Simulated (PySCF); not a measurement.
## Adding and removing an electron: KP

r²SCANh; basis K aug-pcseg-1, P aug-pcseg-1; no relativity; PySCF 2.14. Neutral (UKS): triplet (π ↑↑), Re = 3.040 Å, ωe = 212 cm⁻¹, De = 1.40 eV, HOMO -3.30 eV, LUMO -1.35 eV.

KP⁺ (UKS): quartet (σ ↑, π ↑↑), Re = 3.569 Å, ωe = 77.1 cm⁻¹, De = 0.14 eV to K⁺ + P. The energies at the minima are -941.06709 hartree for KP and -940.86538 for KP⁺.

Work out the adiabatic ionisation energy, without and with harmonic zero-point energies (1 hartree = 27.2114 eV, 1 eV = 8065.5 cm⁻¹), and the change of the bond length.

At r²SCANh: 0.20171 hartree = 5.489 eV between the minima; the zero-point term (77.1 − 212.0)/2 cm⁻¹ = -0.008 eV makes it 5.480 eV. Re changes by +52.9 pm against the neutral. The electron leaves a σ orbital, and the ion is left as a loose complex of an ion and an atom.

Weak bonds: KP⁺. Basis-set superposition, not corrected here, can be much of De in a small basis, most of all at correlated wavefunction levels. For an ion De counts to the pair picked by the measured ionisation energies or electron affinities, which need not be the lowest pair at this level. States were picked by a PBE0 search and need not be the measured ground states.
